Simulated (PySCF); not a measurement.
An unknown gives this computed stick spectrum. Theory: TDDFT B3LYP/def2-SVPD, vertical, gas phase, core orbitals frozen in the response in PySCF 2.14.0, density-fitted response routines. Geometries: GFN2-xTB, one conformer each.

```
state  E (eV)       f  main configurations (H = HOMO, L = LUMO)
   S1    4.83  0.0018                                 H→L (94%)
   S2    5.39   0.111                  H→L+1 (62%), H→L+2 (20%)
   S3    5.41   0.014                               H-1→L (85%)
   S4    5.49   0.073   H-1→L+1 (61%), H→L+1 (21%), H→L+2 (10%)
   S5    5.54   0.012                H-2→L (79%), H-1→L+1 (10%)
   S6    5.64   0.096   H→L+2 (53%), H-1→L+1 (18%), H-2→L (11%)
   S7    5.95  0.0039                             H-2→L+1 (92%)
   S8    6.01  0.0074              H-1→L+2 (61%), H-2→L+2 (35%)
```

**Question.** Which structure fits?
A. `C=C[Si@H]1[SiH2][C@H](C)[SiH2]1`
B. `C=CC(=O)C(C)C`
C. `C[C@H]([SiH3])CC#N`

**Answer.** A. Its S1 lies at 4.83 eV; the nearest of the others has S1 at 3.57 eV. S1 is HOMO→LUMO (94%). Löwdin shares by element: HOMO silicon 42% or more, carbon 27% or more (atoms not listed hold the other 31%); LUMO silicon 56%, carbon 8% or more (atoms not listed hold the other 36%). At the same level the other candidates give, for their lowest levels:
- `C[C@H]([SiH3])CC#N`: 7.43 eV (f 0.042); 7.73 eV (f 0.001); 7.90 eV (f 0.017); 7.98 eV (f 0.013); 8.16 eV (f 0.114); T1 6.49 eV; HOMO -8.60, LUMO -0.28 eV
- `C=CC(=O)C(C)C`: 3.57 eV (f 0.000); 5.91 eV (f 0.273); 6.54 eV (f 0.001); 6.58 eV (f 0.004); 6.70 eV (f 0.033); T1 3.14 eV; HOMO -7.03, LUMO -1.95 eV

Conformer computed: `[CH2:1]=[CH:2][Si@H:3]1[SiH2:4][C@H:5]([CH3:6])[SiH2:7]1`: C1–C2–Si3–Si4 -27°.
Triplets come from the Tamm–Dancoff approximation.
